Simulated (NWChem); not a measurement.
PbHBr, singlet; SMILES [PbH][Br]

Program: NWChem. Medium grid unless said otherwise, to which SCAN and Minnesota functionals are sensitive. Low-valent species are run as closed-shell singlets; no triplet was tried in these runs. The geometry was optimised at PBE0/def2-SVP. def2 effective core potentials on Pb; no spin-orbit coupling. Total energies of different functionals are on different scales.

```csv
level,energy (Ha),highest occupied level (eV),orbital gap (eV),dipole (D)
B3LYP/def2-TZVP,-2767.7702,-6.85,3.50,3.78
PBE/def2-TZVP,-2767.3122,-5.95,2.19,3.53
M06/def2-TZVP,-2767.6105,-6.93,3.72,3.83
LRC-wPBEh/def2-TZVP,-2767.3769,-8.78,7.32,4.00
CAM-B3LYP/def2-TZVP,-2767.7610,-8.27,6.03,3.99
r2SCAN0/def2-TZVP,-2767.6813,-7.21,4.21,3.94
MN15/def2-TZVP,-2767.6265,-7.68,4.96,4.01
"LDA (Slater exchange, VWN5)/def2-TZVP",-2763.8586,-6.10,2.06,3.42
"LDA (Slater exchange, PW92)/def2-TZVP",-2763.8374,-6.10,2.06,3.42
```
